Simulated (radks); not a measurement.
Numerical settings for the iron ion Fe+, [Ar] 3d6 4s1. All-electron calculation, scalar-relativistic Kohn-Sham, LDA (Slater exchange, Perdew-Wang correlation), spin-polarised, spherical densities, finite nucleus; open shells are filled with parallel spins first; Fermi nuclear charge, rms radius 3.7377 fm. Program: a radial shooting solver on a logarithmic mesh with Libxc functionals. The defaults (mesh step 0.008 in ln r, mesh end at 40 bohr or more with all orbitals vanishing there, Anderson mixing 0.5 over 9 steps, residual threshold near 1e-9 with the energy settled to 1e-9 hartree or 1e-11 of itself, here a cap of 62 iterations) give E = -1270.0141 hartree and 4s at -13.296 eV in 14 iterations. Run on one thread of a shared host, so times are rough (Arm Neoverse V1): 0.14 s of CPU time, 0.14 s wall, 14 iterations on 2259 mesh points. Changes against that run (0 stands for a change within the tolerance of the run):

[
 {"setting": "mesh step in ln r 0.08", "iterations": "62", "converged": "no", "E (mhartree)": "+16.4", "e(4s) (meV)": "-7.55e+03", "CPU (s)": "0.12"},
 {"setting": "mesh step in ln r 0.05", "iterations": "14", "converged": "yes", "E (mhartree)": "+0.00186", "e(4s) (meV)": "0", "CPU (s)": "0.03"},
 {"setting": "mesh step in ln r 0.2", "iterations": "4", "converged": "no", "E (mhartree)": "diverged", "e(4s) (meV)": "-", "CPU (s)": "0.01"},
 {"setting": "mesh end (bohr) 3", "iterations": "14", "converged": "level above zero", "E (mhartree)": "+667", "e(4s) (meV)": "+1.61e+04", "CPU (s)": "0.11"},
 {"setting": "mesh end (bohr) 8", "iterations": "14", "converged": "yes", "E (mhartree)": "+0.23", "e(4s) (meV)": "+15.3", "CPU (s)": "0.13"},
 {"setting": "residual threshold 0.1", "iterations": "10", "converged": "yes", "E (mhartree)": "0", "e(4s) (meV)": "+0.258", "CPU (s)": "0.11"},
 {"setting": "residual threshold 1e-16", "iterations": "62", "converged": "no", "E (mhartree)": "0", "e(4s) (meV)": "0", "CPU (s)": "0.32"},
 {"setting": "mixing 1", "iterations": "12", "converged": "yes", "E (mhartree)": "0", "e(4s) (meV)": "0", "CPU (s)": "0.12"},
 {"setting": "linear mixing, mixing 0.8", "iterations": "62", "converged": "no", "E (mhartree)": "+6.85e+03", "e(4s) (meV)": "+2.36e+03", "CPU (s)": "0.89"},
 {"setting": "linear mixing, mixing 0.05", "iterations": "62", "converged": "no", "E (mhartree)": "+0.462", "e(4s) (meV)": "-237", "CPU (s)": "0.53"},
 {"setting": "mixing history 3", "iterations": "18", "converged": "yes", "E (mhartree)": "0", "e(4s) (meV)": "0", "CPU (s)": "0.16"},
 {"setting": "iteration cap 8", "iterations": "8", "converged": "no", "E (mhartree)": "0", "e(4s) (meV)": "-1.7", "CPU (s)": "0.08"}
]

Settled on a wrong energy, with an occupied level pushed above zero by the early mesh end: mesh end (bohr) 3 (+0.667 hartree). Apart from these: no run marked as converged misses the energy by more than 1 mhartree. A mesh that ends early acts as a hard wall.
